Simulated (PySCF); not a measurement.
Input file for PySCF: R-HF/STO-3G on CH4N2 (a complex), monomers drawn apart or pushed together.

```python
from pyscf import gto, scf, dft, mp
from pyscf.data.elements import chemcore

mol = gto.M(
    atom='''
    N    -0.31427800    0.02623652    0.01268526
    H    -1.18799914    0.43655034   -0.29924487
    H     0.43631362    0.58911489   -0.37307976
    H    -0.24708554   -0.89372789   -0.40943434
    C    -0.11463788   -0.15503031    3.99094905
    N    -0.05857119   -0.20587999    5.13613029
    H    -0.16809282   -0.10668642    2.90698817
    ''',
    basis='sto-3g',
    charge=0, spin=0, verbose=3, max_memory=1800)
mf = scf.RHF(mol)
mf.conv_tol = 1e-8
mf.max_cycle = 100
mf.kernel()
if not mf.converged:
    mf = mf.newton().run(mf.mo_coeff, mf.mo_occ)
```

Program output:

```
converged SCF energy = -147.133539238656
```

Self-consistency was reached.

Cost: roughly 0.11 core-seconds.
